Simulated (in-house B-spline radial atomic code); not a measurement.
Configurations of Pd V (Pd4+), with energies counted from [Kr] (4d3/2)4 (4d5/2)2. Method: Dirac-Hartree-Fock, average of each configuration as written, Fermi nucleus of rms radius 4.5318 fm. Calculated with an all-electron radial atomic-structure program (B-spline basis). Energies include first-order Breit, QED and recoil terms.

Occupations are held fixed; configurations that lie above the ionisation limit could autoionise.

```tsv
configuration	E - E(ref) (eV)	highest orbital	its <r> (bohr)
[Kr] (4d3/2)1 (4d5/2)5	1.7999	4d5/2	1.251
[Kr] (4d3/2)2 (4d5/2)3 (7p3/2)1	51.97	7p3/2	7.495
[Kr] (4d3/2)4 (4d5/2)1 (6g7/2)1	53.968	6g7/2	8.745
[Kr] (4d3/2)2 (4d5/2)3 (7g9/2)1	58.399	7g9/2	12.64
[Kr] (4d3/2)2 (4d5/2)3 (8g9/2)1	60.031	8g9/2	17.12
[Ar] 3d10 4s2 (4p1/2)1 (4p3/2)4 (4d3/2)3 (4d5/2)3 (5p3/2)1	86.952	5p3/2	2.565
[Ar] 3d10 4s2 (4p1/2)1 (4p3/2)4 (4d5/2)6 (7f5/2)1	113.67	7f5/2	12.17
```

(1) Order these further configurations by energy, lowest first.
A. [Kr] (4d5/2)5 (5g7/2)1
B. [Kr] (4d3/2)3 (4d5/2)2 (7f5/2)1
C. [Ar] 3d10 4s2 (4p1/2)2 (4p3/2)3 (4d3/2)1 (4d5/2)5 (4f7/2)1
D. [Ar] 3d10 4s2 (4p1/2)2 (4p3/2)3 (4d3/2)3 (4d5/2)3 (5f5/2)1
E. [Ar] (3d3/2)4 (3d5/2)5 4s2 4p6 (4d5/2)6 (8f7/2)1

(2) How far above the reference does [Ar] (3d3/2)3 (3d5/2)6 4s2 4p6 (4d5/2)6 (6p1/2)1 lie?

(3) How far above the reference does [Ar] 3d10 4s2 (4p1/2)2 (4p3/2)3 (4d3/2)1 (4d5/2)5 (7p1/2)1 lie?

(4) How far above the reference does [Kr] (4d3/2)2 (4d5/2)4 lie?

Answers

(1) A (52.244 eV), B (56.907 eV), C (97.771 eV), D (103.76 eV), E (402.82 eV).

(2) 390.64 eV; its least bound orbital is 6p1/2 with <r> = 4.651 bohr.

(3) 108.44 eV; its least bound orbital is 7p1/2 with <r> = 7.405 bohr.

(4) 1.5398 eV; its least bound orbital is 4d5/2 with <r> = 1.252 bohr.
